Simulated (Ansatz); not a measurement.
Consider the atomization: `SC[CH2][SnH3]` → 2 C• + 8 H• + S• + Sn•.

Isolated molecules relaxed with PBE0-D4/def2-TZVP in Ansatz; ΔE leaves out vibrations. CCSD(T)/CBS is the MP2 limit (def2-TZVPP, def2-QZVPP) plus CCSD(T) − MP2 in def2-TZVPP, frozen cores. This one scheme is used for every species, atoms too. Functionals use def2-TZVPP. B3LYP here is the variant with VWN-RPA as its local correlation; programs differ in this. No spin–orbit coupling; open shells (•) take unrestricted orbitals. Spin–orbit coupling would lower the free atoms: a little for C, S; strongly for Sn. Elements past krypton have def2 core potentials. Bonds to Sn are less sure, by a few kJ/mol each and by 10 to 20 or more in all where they break to atoms, as the def2 sets lack core-valence functions. Each species was taken in one conformer, which may not be the lowest.

Task: What is ΔE at CCSD(T)/CBS? (Estimate.)

Result: The calculation gave: +915.0 kcal/mol.

Task: What do these levels give: B3LYP-D4, ωB97M-V, PBE, B3LYP, CCSD(T)/def2-TZVPP, SCS-MP2/def2-QZVPP? (Best estimate.)

Result: Computed: B3LYP-D4 908.3, ωB97M-V 913.4, PBE 912.3, B3LYP 898.4, CCSD(T)/def2-TZVPP 893.3, SCS-MP2/def2-QZVPP 907.5 kcal/mol.

Largest T1 diagnostic among the species: 0.012.

In def2-TZVPP, CCSD(T) changes the Hartree–Fock value by +229.0 kcal/mol (the triples alone add +12.1 kcal/mol) and MP2 by +225.7 kcal/mol; breaking electron pairs costs correlation energy, which Hartree–Fock lacks. From PBE to PBE0 (25 % exact exchange), in def2-TZVPP and without D4, ΔE moves by −7.5 kcal/mol: exact exchange takes away binding that semilocal exchange gives to molecules. The D4 term adds +9.9 kcal/mol with B3LYP and +5.2 kcal/mol with PBE0; it sums over pairs of atoms, weighted by their polarisabilities, and B3LYP, whose exchange is more repulsive, gets the larger term.

For atomizations the MP2-based limit and the directly extrapolated one differ by several kJ/mol either way, and by 10 to 25 for some Ge, Se and Sn compounds, so smaller differences from it don't rank the levels.
